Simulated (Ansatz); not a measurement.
Bi2Te3⁻. Total charge -1; doublet. Geometry r2SCAN-D4/def2-SVPD; atoms count from 1.

```xyz
5

Bi   -1.528    0.428    0.007
Bi    1.355   -0.817    0.123
Te    0.876    1.968   -0.656
Te    1.416   -2.381   -2.151
Te   -2.120    0.802    2.677
```

In the def2 sets Bi, Te take a core potential; there is no spin–orbit coupling. Another isomer (doublet) lies 0.19 eV lower at PBE0-D4/def2-TZVPD; other spin states weren't run for this one.

Estimate the Mulliken populations from the PBE0/def2-TZVPD orbitals of Ansatz.


```csv
atom,charge (e),spin (α − β)
Bi1,0.24,0.06
Bi2,0.24,0.06
Te3,-0.42,-0.01
Te4,-0.53,0.45
Te5,-0.53,0.45
```
Mulliken values and Mayer orders depend strongly on the basis. With diffuse functions, as here, like atoms can get unlike values, and bond orders can come out too low or too high.

Where does the spin sit?

Summed by element: Bi 0.11, Te 0.89, of 1 unpaired in all. Largest on single atoms: Te4 0.45, Te5 0.45, Bi2 0.06.

And the Mayer bond orders between bonded heavy atoms (over 0.3)?

Bi1–Bi2 0.63 (3.14 Å); Bi1–Te3 0.87 (2.93 Å); Bi1–Te5 1.41 (2.76 Å); Bi2–Te3 0.87 (2.93 Å); Bi2–Te4 1.41 (2.76 Å).
